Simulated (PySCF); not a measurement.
# Peak assignment

Molfile (atoms numbered from 1):
```
H9NP2Si2
     RDKit          3D

 14 13  0  0  0  0  0  0  0  0999 V2000
   -2.3832    0.2410    0.1729 Si  0  0  0  0  0  4  0  0  0  0  0  0
   -0.9671   -0.5917    0.7337 N   0  0  0  0  0  0  0  0  0  0  0  0
    0.6676   -0.0352    0.7448 Si  0  0  0  0  0  4  0  0  0  0  0  0
    1.0800    0.9724   -1.2282 P   0  0  0  0  0  0  0  0  0  0  0  0
    1.9235   -1.8759    1.0715 P   0  0  0  0  0  0  0  0  0  0  0  0
   -3.5083   -0.5569    0.6505 H   0  0  0  0  0  0  0  0  0  0  0  0
   -2.3574    1.5805    0.7624 H   0  0  0  0  0  0  0  0  0  0  0  0
   -2.3634    0.3426   -1.2883 H   0  0  0  0  0  0  0  0  0  0  0  0
   -1.1052   -1.5357    1.0549 H   0  0  0  0  0  0  0  0  0  0  0  0
    0.8543    0.8742    1.8933 H   0  0  0  0  0  0  0  0  0  0  0  0
    0.3853    2.1239   -0.9048 H   0  0  0  0  0  0  0  0  0  0  0  0
    2.2910    1.5173   -0.8296 H   0  0  0  0  0  0  0  0  0  0  0  0
    2.4925   -1.8712   -0.1888 H   0  0  0  0  0  0  0  0  0  0  0  0
    2.9897   -1.1858    1.6136 H   0  0  0  0  0  0  0  0  0  0  0  0
  1  2  1  0
  2  3  1  0
  3  4  1  0
  3  5  1  0
  1  6  1  0
  1  7  1  0
  1  8  1  0
  2  9  1  0
  3 10  1  0
  4 11  1  0
  4 12  1  0
  5 13  1  0
  5 14  1  0
M  END
```

PySCF calculation with structure optimised with GFN2-xTB and NMR shieldings at PBE0/pcSseg-1/GIAO; rapidly exchanging positions averaged, no solvent, a single conformation, relativity neglected.

Chemical shifts δ = σref − σ; $^{1}$H vs TMS, all at this level.

Question: Assign these signals to the numbered atoms. $^{1}$H NMR (400 MHz, computed): δ 6.10 (m, 1H), 4.71 (s, 3H), 1.34 (m, 4H), -0.12 (br s, 1H).

Answer: 
| δ (ppm) | atoms | environment | reason |
| --- | --- | --- | --- |
| 6.10 | H10 | hydrogen on a silicon bonded to N, 2 P | – |
| 4.71 | H6/H7/H8 | hydrogen on a silicon bonded to N | – |
| 1.34 | H11/H12/H13/H14 | hydrogen on a phosphorus bonded to Si | – |
| -0.12 | H9 | hydrogen on a nitrogen bonded to 2 Si | exchangeable; this is the value without hydrogen bonding to other molecules |

Exchangeable OH/NH protons stand at their gas-phase positions; hydrogen bonding in a real sample shifts them, mostly to higher δ. No couplings were computed; multiplicities are counted from neighbouring protons, with m where these are inequivalent, close in shift, in a saturated or five-membered ring or joined by F or P, and br s for small geminal =CH2 splittings.
